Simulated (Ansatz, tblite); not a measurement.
Adding an electron: the cluster Cs₃⁺ (the lowest singlet isomer of a short search). Total charge 1; singlet. Geometry: PBE0/def2-TZVP. Ansatz, gas phase; energy differences of separate SCF runs; the reduced species was run as a doublet alone.

```tsv
atom	x (Å)	y (Å)	z (Å)
Cs1	-0.170	2.279	1.996
Cs2	0.581	-2.819	0.961
Cs3	-0.412	0.540	-2.957
```

In the def2 sets Cs takes a core potential; there is no spin–orbit coupling. The xTB rows come from tblite. HOMO above LUMO, or a gap near zero within one spin, warns that the state may not be the lowest or that an electron is smeared out. The structure comes from a short search, and lower isomers may exist.

```json
{"level": "PBE/def2-TZVP", "−HOMO (eV)": "5.29", "−LUMO (eV)": "4.30", "vertical EA (eV)": "3.05", "HOMO–LUMO gap (eV)": "0.99", "remarks": "gap within one spin near zero (doublet)"}
{"level": "r2SCAN/def2-TZVP", "−HOMO (eV)": "5.08", "−LUMO (eV)": "3.93", "vertical EA (eV)": "2.98", "HOMO–LUMO gap (eV)": "1.16", "remarks": "spin-contaminated (⟨S²⟩ 1.01) (doublet)"}
{"level": "PBE0/def2-TZVP", "−HOMO (eV)": "5.57", "−LUMO (eV)": "3.82", "vertical EA (eV)": "2.98", "HOMO–LUMO gap (eV)": "1.76", "remarks": "–"}
```

Question: Estimate the rows for GFN1-xTB, GFN2-xTB.

Answer: 
| level | −HOMO (eV) | −LUMO (eV) | vertical EA (eV) | HOMO–LUMO gap (eV) |
| --- | --- | --- | --- | --- |
| GFN1-xTB | 11.95 | 9.24 | 8.48 | 2.71 |
| GFN2-xTB | 9.16 | 7.91 | 5.58 | 1.25 |

  Raw xTB energy differences between charge states are shifted by several eV; the methods need an empirical correction for them.
